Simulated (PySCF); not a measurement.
**Two-component Hartree-Fock for Sc¹²⁺ (scandium, charge +12)**

Start: [He] 2s2 2p5; 2p1/2 filled at m_j = +1/2; 2p3/2 filled at m_j = -3/2, -1/2, +1/2, +3/2. Calculated with PySCF 2.14 in an uncontracted even-tempered set (18 s from 2 bohr⁻², ratio 2.4; 11 p from 2.6 bohr⁻², ratio 2.4; 5 d from 13 bohr⁻², ratio 2.6; 5 f from 20 bohr⁻², ratio 2.6): generalised Hartree-Fock with the X2C-1e Hamiltonian and a Gaussian nucleus; one run each with spin-orbit coupling (SO) screened by Boettger's factors, then bare. This is a chosen level, not necessarily the ground level.

```tsv
spinor shell	electrons	ε, screened SO (eV)	ε, bare SO (eV)	weight of nominal j (bare SO)	rms radius, bare SO (bohr)
1s1/2	2	-4916.8	-4916.9	1.000	0.0842
2s1/2	2	-849.28	-849.29	1.000	0.359
2p1/2	1	-771.30	-771.70	1.000	0.322
2p3/2	4	-761.73	-761.57	1.000	0.326
```

| quantity | screened SO | bare SO |
| --- | --- | --- |
| E (hartree) | -691.70902 | -691.69715 |
| M_J | 1/2 | 1/2 |
| ⟨J²⟩ | 0.751 | 0.751 |
| ⟨L²⟩ | 2.001 | 2.001 |
| ⟨S²⟩ | 0.750 | 0.750 |

Each row is a mean over spinors that exchange with the open shell spreads, by up to 5.582 eV (2s1/2).
